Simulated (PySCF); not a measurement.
Fill in the blanks.

Compound: C₇H₁₅B.
Numbering: `[CH3:1][CH2:2][C@H:3]1[BH:4][CH2:5][CH2:6][CH2:7][CH2:8]1` (hydrogens: H9, H10, H11 on C1; H12, H13 on C2; H14 on C3; H15 on B4; H16, H17 on C5; H18, H19 on C6; H20, H21 on C7; H22, H23 on C8)

```csv
property,level,value
point group,PBE0-D3(BJ)/def2-SVP,C1
"rotational constants A, B, C",PBE0-D3(BJ)/def2-SVP,"3.923, 1.258, 1.020 GHz"
dipole moment,PBE0/def2-SVPD,?
HOMO energy,PBE0/def2-SVPD,?
LUMO energy,PBE0/def2-SVPD,-0.71 eV
lowest singlet excitation,TDDFT PBE0/def2-SVPD,?
strongest line among the 10 lowest singlet transitions,TDDFT PBE0/def2-SVPD,"S5 at 7.21 eV (172 nm, f = 0.030)"
lowest triplet excitation (Tamm–Dancoff),TDA PBE0/def2-SVPD,?
static isotropic polarisability,PBE0/def2-SVPD,95.9 au
vertical ionisation energy,ΔSCF PBE0/def2-SVPD,9.46 eV
electronic spatial extent ⟨r²⟩ about the centre of nuclear charge,PBE0/def2-SVPD,1246 bohr²
13C chemical shifts (computed TMS as zero) by class,GIAO B97-2/pcSseg-1,?
1H chemical shifts (computed TMS as zero) by class,GIAO B97-2/pcSseg-1,"7.15 (H15), 2.00 (H22), 1.96 (H17), 1.93 (H12), 1.80 (H20), 1.73 (H18), 1.28 (H13), 1.28 (H19), 1.27 (H21), 1.04 (H9/H10/H11), 0.94 (H23), 0.81 (H16), 0.24 (H14) ppm"
"isotropic shieldings of nuclei other than C and H, by class",GIAO B97-2/pcSseg-1,19 (B4) ppm
core binding energies,"ΔSCF SCAN, pcX-2 on the ionised atom, pcseg-1 elsewhere, spin-free X2C","B1s 195.3 (B4), C1s 289.7 (C3), C1s 289.8 (C5), C1s 290.2 (C8), C1s 290.3 (C7), C1s 290.3 (C2), C1s 290.3 (C6), C1s 290.3 (C1) eV"
```

Gas-phase values; electronic properties from PySCF, density fitting. Isolated species at its PBE0-D3(BJ)/def2-SVP geometry (one conformer only). NMR classes are plain means over equivalent atoms (diastereotopic ones count apart unless rotation or inversion swaps them), as if these changed places fast; in this geometry the members of some classes differ.

**Question.** What is the lowest singlet excitation?

**Answer.** 5.35 eV (232 nm, f = 0.001).

**Question.** What is the lowest triplet excitation (Tamm–Dancoff)?

**Answer.** 4.85 eV.

**Question.** The dipole moment?

**Answer.** 0.50 D.

**Question.** What are the 13C chemical shifts (computed TMS as zero) by class?

**Answer.** 44.1 (C3), 30.5 (C8), 29.7 (C7), 29.7 (C2), 28.5 (C5), 25.8 (C6), 16.0 (C1) ppm.

**Question.** The HOMO energy?

**Answer.** -7.68 eV.

No computed singlet falls in the visible range (750 to 380 nm, 1.65 to 3.26 eV); S1 lies 2.09 eV above its blue end. In atomic units the dipole is 0.20 e·bohr (1 au = 2.5417 D). The largest Löwdin shares of the HOMO are 0.21 on C3, 0.19 on B4, 0.12 on C5 and 0.08 on C8. The rotational constants make it an asymmetric top with κ = (2B − A − C)/(A − C) = -0.84, nearer the prolate limit (−1).
